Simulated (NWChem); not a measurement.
**Total energies of Se**

```xyz
1

Se     0.0000     0.0000     0.0000
```
Charge 0, spin multiplicity 3.

Everything below was run with NWChem.

Basis set: def2-SVP (32 functions).

```
method   total energy (Ha)
-------  -----------------
UHF            -2399.52973
UMP2           -2399.71836
UB2PLYP        -2400.80939
UPBE           -2400.83018
UB3LYP         -2401.23015
UTPSS          -2401.12657
```

Total energies of different functionals aren't comparable as a measure of quality: only differences taken within one method are. 

The Hamiltonian is non-relativistic. The correlated methods keep 9 core orbitals frozen. B3LYP has NWChem's definition, with VWN1-RPA local correlation. The stability of the SCF solutions was not checked. Open-shell Hartree-Fock references start from PBE0 orbitals.
